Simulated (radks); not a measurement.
Neutral hafnium inside a hard spherical wall (all orbitals vanish at R), configuration held at [Xe] 4f14 5d2 6s2 and not refilled when levels cross. Calculated with a radial shooting solver on a logarithmic mesh with Libxc functionals: scalar-relativistic Kohn-Sham, LDA (Slater exchange, VWN5 correlation), spin-polarised, spherical densities, point nucleus; open shells are filled with parallel spins first (spin-orbit coupling, left out, can overturn this in heavy ions). Eigenvalues in eV for spin up, with the zero of energy where the potential of the charges vanishes at infinity; a dash marks a level that is unbound or too diffuse for the functional's potential to be trusted. A positive occupied level is held by the wall or, in an anion where self-interaction has pushed it up, behind a barrier. The pressure on the wall is -dE/dV.

| R (bohr) | E (hartree) | kinetic (hartree) | e(5p) | e(4f) | e(6s) | e(5d) | e(6p, empty) | e(7s, empty) | pressure (GPa) |
|---|---|---|---|---|---|---|---|---|---|
| free | -15069.2483 | 16509.261 | -35.967 | -16.980 | -5.559 | -3.239 | -1.606 | -0.097 | 0 |
| 20 | -15069.2483 | 16509.261 | -35.967 | -16.980 | -5.559 | -3.239 | -1.606 | -0.011 | < 0.0001 |
| 7 | -15069.2249 | 16509.422 | -35.076 | -16.059 | -4.827 | -2.455 | -0.128 | 7.533 | 1.23 |
| 5 | -15069.0317 | 16510.315 | -32.026 | -12.812 | -1.299 | 0.477 | 5.513 | 25.229 | 23.1 |
| 4 | -15068.5386 | 16512.212 | -28.097 | -8.418 | 5.647 | 4.970 | 15.689 | 52.321 | 130 |
| 3 | -15066.4138 | 16520.110 | -18.662 | 2.593 | 29.866 | 17.617 | 47.877 | 127.00 | 1150 |
| 1.5 | -15006.9295 | 16712.096 | 119.21 | 117.33 | 416.69 | 194.43 | 476.77 | 937.57 | 180000 |
